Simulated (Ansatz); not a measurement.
The cluster Be5S4⁺, relaxed as a doublet with UKS PBE-D4/def2-SVP in Ansatz, starting from the GFN2-xTB geometry. Force threshold 0.02 eV/Å.

Another isomer (doublet) lies 1.11 eV lower at PBE0-D4/def2-TZVP; other spin states weren't run for this one.

Start:

```xyz
9

Be   -0.445   -0.242    2.138
Be   -1.867    1.190   -2.741
Be    0.616   -0.037   -0.995
Be   -2.365    1.039   -0.830
Be    2.035   -1.066    1.699
S     0.911   -0.950    3.251
S    -0.067    0.538   -2.738
S    -1.026    0.304    0.381
S     2.208   -0.777   -0.165
```

```csv
step,energy (eV),largest force component (eV/Å),SCF passes
1,-45309.3655,0.930,66
2,-45309.7090,0.590,31
3,-45309.8322,0.328,29
4,-45309.9184,0.408,29
5,-45310.1228,0.823,32
6,-45310.5065,0.837,29
7,-45310.7681,0.385,23
8,-45310.8311,0.370,23
9 (rejected),-45310.8133,0.931,24
10,-45310.8537,0.058,19
11,-45310.8619,0.055,19
12,-45310.8669,0.067,19
13,-45310.8691,0.094,18
14,-45310.8702,0.033,18
15,-45310.8710,0.018,19
```

Force components are those of the run's own axes.

End:

```xyz
9

Be   -0.407   -0.182    1.992
Be   -1.651    1.155   -3.016
Be    0.247   -0.513   -0.656
Be   -1.571    0.998   -0.761
Be    1.857   -0.806    1.380
S     1.132   -0.173    3.060
S    -0.007    1.313   -1.982
S    -1.615   -0.542    0.453
S     2.014   -1.251   -0.471
```

Bonds formed: Be4–S7 (atoms count from 1).

No frequencies were taken in this run, so the end may be a saddle point.

Hardware: 4 threads of Intel Xeon on a shared host. Wall time 78 s.
